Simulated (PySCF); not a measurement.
Electron correlation in He (helium, neutral)

1s2, closed-shell 1S. Computed with PySCF 2.14 in def2-TZVP, with no relativity, point nucleus. Frozen: nothing; 2 electrons correlated.

Total MP2 correlation energy: -26.71 mhartree.

Same-spin part 0.00 and opposite-spin part -26.71 mhartree; SCS-MP2 scales them by 1/3 and 6/5 to -32.05 mhartree.

With two correlated electrons CCSD is exact within the correlated space (frozen core and kept virtual orbitals).

```
level  correlation energy (mhartree)
 CCSD                         -33.06
```

Diagnostics: T1 = 0.0022, D1 = 0.0031, largest double amplitude 0.056.

**Question.** Is a single reference adequate?

**Answer.** Yes: T1 lies below 0.03 and no double amplitude reaches 0.07.
